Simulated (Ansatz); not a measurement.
One change: `CC[O][Ti]([Cl])([O]CC)[O]CC` becomes `CC[O][Ti]([F])([O]CC)[O]CC`.

Ansatz, PBE0-D4/def2-TZVP geometries, multiplicity 1. Each molecule was computed in one conformer, which needn't be the lowest.

Scalar relativity is left out up to krypton.

```tsv
property	`CC[O][Ti]([Cl])([O]CC)[O]CC`
HOMO energy (PBE/def2-TZVPP) / eV	-6.53
HOMO energy (ωB97M-V/def2-TZVPP) / eV	-10.29
HOMO energy (B3LYP/def2-TZVPP) / eV	-7.74
LUMO energy (PBE/def2-TZVPP) / eV	-2.03
size of the dipole moment (PBE/def2-TZVPP) / D	4.92
HOMO–LUMO gap (B3LYP/def2-TZVPP) / eV	6.36
```

**Question.** Give the same properties after the change, and the shifts. (An estimate is asked.)

**Answer.** Ansatz gave: 
| property | `CC[O][Ti]([F])([O]CC)[O]CC` | shift |
| --- | --- | --- |
| HOMO energy (PBE/def2-TZVPP) / eV | -6.37 | 0.16 |
| HOMO energy (ωB97M-V/def2-TZVPP) / eV | -10.20 | 0.09 |
| HOMO energy (B3LYP/def2-TZVPP) / eV | -7.64 | 0.10 |
| LUMO energy (PBE/def2-TZVPP) / eV | -1.78 | 0.25 |
| size of the dipole moment (PBE/def2-TZVPP) / D | 4.25 | -0.67 |
| HOMO–LUMO gap (B3LYP/def2-TZVPP) / eV | 6.51 | 0.15 |

With PBE0 the HOMO rises by 0.14 eV and the LUMO rises by 0.28 eV, so the gap widens by about 0.14 eV. PBE moves the HOMO by 0.16 eV and ωB97M-V by 0.09 eV. Dipoles are sizes alone; their direction can turn.

B3LYP here is the variant with VWN-RPA as its local correlation; programs differ in this.
